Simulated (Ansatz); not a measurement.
Isolated molecules relaxed with PBE0-D4/def2-TZVP in Ansatz; ΔE leaves out vibrations. CCSD(T)/CBS is the MP2 limit (def2-TZVPP, def2-QZVPP) plus CCSD(T) − MP2 in def2-TZVPP, frozen cores. This one scheme is used for every species. Each species was taken in one conformer, which may not be the lowest.

Reaction (formal exchange of groups at the Si–F bond): `O[Si](O)(F)[SiH3]` + `C=C` → `C=C[Si](O)(O)[SiH3]` + H–F

```tsv
species	SCS-MP2/def2-QZVPP energy (Eh)
`O[Si](O)(F)[SiH3]`	-831.34573
`C=C`	-78.43311
`C=C[Si](O)(O)[SiH3]`	-809.35691
H–F	-100.36288
```

(1) Work out ΔE.

Largest T1 diagnostic among the species: 0.013.

## Answers

(1) ΔE = (-809.35691) + (-100.36288) − (-831.34573) − (-78.43311) = 0.05905 Eh = +37.1 kcal/mol. CCSD(T)/CBS gives +36.0 kcal/mol.

The D4 term adds −2.7 kcal/mol with B3LYP and −1.6 kcal/mol with PBE0; it sums over pairs of atoms, weighted by their polarisabilities, and B3LYP, whose exchange is more repulsive, gets the larger term. In def2-TZVPP, CCSD(T) changes the Hartree–Fock value by −7.2 kcal/mol (the triples alone add −1.2 kcal/mol) and MP2 by −8.0 kcal/mol.

B3LYP here is the variant with VWN-RPA as its local correlation; programs differ in this.
